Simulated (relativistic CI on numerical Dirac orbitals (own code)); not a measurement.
Computed by Dirac-Coulomb-Breit CI, orbitals from a KLI potential per configuration, QED by a radiative potential, unscaled Slater integrals (own radial code, finite nucleus).

The strongest absorption lines from the ground level of an ion, among the configurations computed and to levels below about 9690 eV (vacuum wavelength in Å, gf): 1.4994 (0.6), 1.5010 (1), 1.5022 (2), 1.5082 (0.38), 1.5085 (0.62), 1.5219 (0.78), 1.6601 (2.2), 10.335 (0.45).

Task: Which ion is it?
A. Ba⁴⁹⁺
B. Dy⁶¹⁺
C. Dy⁵⁹⁺
D. Pm⁵⁴⁺

Result: C. Dy⁵⁹⁺ has 7 electrons and the ground level 2s2 2p3 2P°_3/2; the strongest line goes to 2s2 2p2 3d 2D_5/2. The pattern of lines fixes the number of electrons, and along that sequence the line energies rise steadily with the charge (about as its square where n changes within one kind of shell, about linearly where n is kept but much faster in heavy ions where fine structure, which grows about as Z⁴, sets the gap, and irregularly where shells cross), which fixes Z. Configurations outside the model, such as inner-shell arrays, can give stronger lines. At this charge energies of transitions that change n are usually good to better than 1 %, and those within a shell (Δn = 0) to a few per cent.

LS names give the leading component of a level, which can be under half, so a name can repeat, a term be missing and a line seem to break the LS rules.
